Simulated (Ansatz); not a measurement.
CH7GaSSi, SMILES `[SiH3][CH](S)[GaH2]`. Total charge 0; spin multiplicity 1. Correlated methods include outer-core shells of Ga, which these sets cover unevenly. Scalar relativity is left out up to krypton.

Z-matrix (Å, degrees):
```
Si
C 1 1.862
H 1 1.487 2 108.2
H 1 1.490 2 112.6 3 120.4
H 1 1.487 2 109.3 3 -119.1
S 2 1.841 1 110.9 3 171.8
Ga 2 1.988 1 117.3 3 76.9
H 2 1.089 1 111.9 3 -65.2
H 6 1.345 2 98.2 1 162.8
H 7 1.561 2 117.3 1 19.7
H 7 1.565 2 116.3 1 -163.5
```

(1) Give the diagnostics of a CCSD(T)/def2-TZVPP run (frozen core, Ansatz). (Best estimate.)

Results:

(1) Computed: T1 = 0.0133, largest single amplitude 0.025, largest double 0.023, (T) share of the correlation energy 4.1 %, 9 CCSD cycles. The RHF solution is stable towards an unrestricted one. T1 lies under the customary mark of 0.02 for closed shells.
